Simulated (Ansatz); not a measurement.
Basis-set extrapolation for AlB2H5O, SMILES `B[O][AlH][BH2]` (PBE0-D4/def2-TZVP geometry, frozen core, Ansatz 0.2.0). Multiplicity 1, RHF reference.

|  | def2-TZVPP | def2-QZVPP |
| --- | --- | --- |
| HF | -369.166978 | -369.180778 |
| MP2 correlation | -0.506904 | -0.544549 |
| CCSD(T) correlation | -0.568184 | not run |

Energies in hartree. Use E(X) = E(∞) + A·exp(−7.88·√X) for Hartree–Fock and E(X) = E(∞) + B·X^(−2.97) for correlation, with X = 3 and 4, and add CCSD(T) minus MP2 of the smaller set to the MP2 limit.

Q: What is the CCSD(T) energy at the basis-set limit?

A: HF limit: -369.180778 + (-0.013800) × 0.13774 = -369.18268. MP2 limit: -0.544549 + (-0.037645) × 0.74074 = -0.57243. Higher-order term: -0.568184 − (-0.506904) = -0.06128. Total: -369.81639 hartree, 2.21 eV below CCSD(T)/def2-TZVPP.
